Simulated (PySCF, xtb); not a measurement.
Si(H)(Me)3 (C3H10Si), SMILES C[SiH](C)C.

Harmonic wavenumbers (cm⁻¹) from xtb with GFN2-xTB at its own minimum, in rising order: 103, 120, 120, 177, 177, 217, 620, 621, 654, 746, 746, 780, 804, 804, 856, 866, 866, 1375, 1375, 1379, 1486, 1491, 1491, 1492, 1492, 1499, 2156, 3031, 3031, 3037, 3039, 3041, 3041, 3043, 3046, 3047.

### Question
What does PBE0-D3(BJ)/def2-SVP (PySCF) give at its own minimum? (Estimate from the structure and the level; the computed values follow.)

### Answer
154, 170, 170, 203, 203, 238, 610, 610, 624, 670, 713, 713, 845, 845, 866, 910, 910, 1259, 1259, 1268, 1422, 1426, 1426, 1436, 1436, 1444, 2193, 3053, 3053, 3053, 3155, 3155, 3156, 3161, 3161, 3161. Paired by order, the mean absolute difference is 59 cm⁻¹ and the zero-point energies are 74.1 and 74.5 kcal/mol.
